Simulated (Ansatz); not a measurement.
AlH5N2S: structure from calculated spectroscopic constants

These gas-phase data were calculated for one isomer of AlH5N2S at PBE0-D4/def2-SVP (harmonic, unscaled wavenumbers; equilibrium rotational constants with average atomic masses):

```
rotational constants            : 22.6, 1.768, 1.66 GHz
all wavenumbers above 1500 cm⁻¹ : 3711, 3620, 3604, 2595, 1985, 1530
```

Candidates:

(1) `[NH2][Al]([NH2])[SH]`, a singlet
(2) `[NH2][AlH][NH]S`, a singlet

Task: Which structure fits?

Result: Candidate (2). The band at 1985 cm⁻¹ lies where the Al–H stretch is expected; (1) has no mode between 1700 and 2050 cm⁻¹.

The same quantities for all candidates:

|  | rotational constants (GHz) | wavenumbers above 1500 cm⁻¹ | E above the lowest, PBE0-D4/def2-SVP (kcal/mol) |
| --- | --- | --- | --- |
| (1) | 5.816, 3.027, 1.997 | 3719, 3717, 3627, 3625, 2718, 1531, 1523 | 0.0 |
| (2) | 22.6, 1.768, 1.66 | 3711, 3620, 3604, 2595, 1985, 1530 | 49.5 |

Each candidate is one conformer. Programs: Ansatz 0.2.0.
